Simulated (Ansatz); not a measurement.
Consider the ligand exchange at the Si–O bond: `C[SiH2]OB(O)O` + `N=CF` → `C[SiH2]/N=C/F` + `OB(O)O`.

Computed with Ansatz on PBE0-D4/def2-TZVP structures; ΔE is electronic, products minus reactants. CCSD(T)/CBS adds triple-zeta CCSD(T) − MP2 to the extrapolated MP2 energy (def2 sets, frozen cores). This one scheme is used for every species. DFT in def2-TZVPP. B3LYP here is the variant with VWN-RPA as its local correlation; programs differ in this. Each species was taken in one conformer, which may not be the lowest.

`C[SiH2]OB(O)O`:

Z-matrix (Å, degrees):
```
C
Si 1 1.858
H 1 1.092 2 110.3
H 1 1.094 2 110.3 3 119.7
H 1 1.093 2 111.1 3 -120.4
O 2 1.658 1 111.5 3 61.7
H 2 1.487 1 110.7 3 -60.2
H 2 1.485 1 111.0 3 178.8
B 6 1.362 2 131.0 1 -61.0
O 9 1.367 6 119.8 2 2.1
O 9 1.367 6 121.0 2 -178.0
H 10 0.960 9 112.2 6 -179.3
H 11 0.960 9 111.9 6 0.5
```

`N=CF`:

```xyz
5

N    -0.867   -0.387   -0.108
C     0.306   -0.031    0.096
F     1.176   -0.882    0.629
H    -1.403    0.372   -0.517
H     0.788    0.929   -0.099
```

`C[SiH2]/N=C/F`:

```xyz
11

C     1.806    0.183   -0.103
Si    0.210   -0.724    0.187
N    -1.063    0.090   -0.678
C    -2.094    0.543   -0.174
F    -3.018    1.165   -0.916
H     2.634   -0.331    0.392
H     1.753    1.201    0.289
H     2.025    0.239   -1.171
H    -0.102   -0.787    1.648
H     0.274   -2.109   -0.344
H    -2.425    0.530    0.869
```

`OB(O)O`:

Cartesian coordinates in Å:
```
O 0.266 1.334 -0.130
B 0.000 0.000 0.000
O -1.273 -0.463 -0.179
O 1.006 -0.871 0.309
H -0.519 1.840 -0.348
H -1.333 -1.413 -0.062
H 1.851 -0.427 0.410
```

(1) Is it downhill or uphill in electronic energy at CCSD(T)/CBS, and by how much? (An estimate is asked.)

(2) What do these levels give: PBE0-D4, ωB97X-V, r2SCAN, B3LYP, MP2/def2-QZVPP, MP2/CBS(def2)? (An estimate is asked.)

Largest T1 diagnostic among the species: 0.013.

Answers

(1) Computed: Uphill: ΔE = +10.5 kcal/mol.

(2) Computed: PBE0-D4 9.0, ωB97X-V 10.2, r2SCAN 9.5, B3LYP 9.5, MP2/def2-QZVPP 9.6, MP2/CBS(def2) 9.5 kcal/mol.

In def2-TZVPP, CCSD(T) changes the Hartree–Fock value by −1.3 kcal/mol (the triples alone add −0.4 kcal/mol) and MP2 by −2.3 kcal/mol. From PBE to PBE0 (25 % exact exchange), in def2-TZVPP and without D4, ΔE moves by +0.8 kcal/mol.
